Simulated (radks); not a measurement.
All-electron atom: Yb I in [Xe] 4f14 6s1.5 7s0.5 (fractional occupations, a model configuration). All-electron calculation, scalar-relativistic Kohn-Sham, PBE, spin-polarised, spherical densities, point nucleus; open shells are filled with parallel spins first (spin-orbit coupling, left out, can overturn this in heavy ions). Program: a radial shooting solver on a logarithmic mesh with Libxc functionals. Some entries of the table are withheld. Estimate them.

orbital,occ.,eigenvalue (hartree),<1/r> (bohr^-1),<r> (bohr)
1s up,1,-2250.810,80.67,0.01966
1s down,1,-2250.810,80.67,0.01966
2s up,1,-381.3946,18.80,0.08333
2s down,1,-381.3945,18.80,0.08333
2p up,3,-336.1113,17.26,0.07415
2p down,3,-336.1112,17.26,0.07415
3s down,1,-86.01700,6.947,0.2167
3s up,1,-86.01692,6.947,0.2167
3p down,3,-72.36915,6.465,0.2162
3p up,3,-72.36907,6.466,0.2162
3d down,5,-55.76594,6.123,0.1961
3d up,5,-55.76591,6.123,0.1961
4s down,1,-16.97569,2.935,0.4879
4s up,1,-16.97552,2.935,0.4879
4p down,3,-12.49712,2.678,0.5182
4p up,3,-12.49699,2.678,0.5182
4d down,5,-6.60556,2.366,0.5601
4d up,5,-6.60551,2.366,0.5601
5s up,1,-2.08709,1.097,1.208
5s down,1,-2.08601,1.097,1.208
5p up,3,-1.07689,(1),1.451
5p down,3,-1.07467,(2),1.448
6s up,1,-0.19680,0.3351,3.733
6s down,0.5,-0.18281,0.3352,3.746
4f up,7,-0.17790,(3),0.7905
4f down,7,-0.17737,(4),0.7877
7s up,0.5,-0.03634,0.1094,11.06

Answer. 
(1) 5p up <1/r> (bohr^-1): 0.8992
(2) 5p down <1/r> (bohr^-1): 0.9006
(3) 4f up <1/r> (bohr^-1): 1.729
(4) 4f down <1/r> (bohr^-1): 1.731
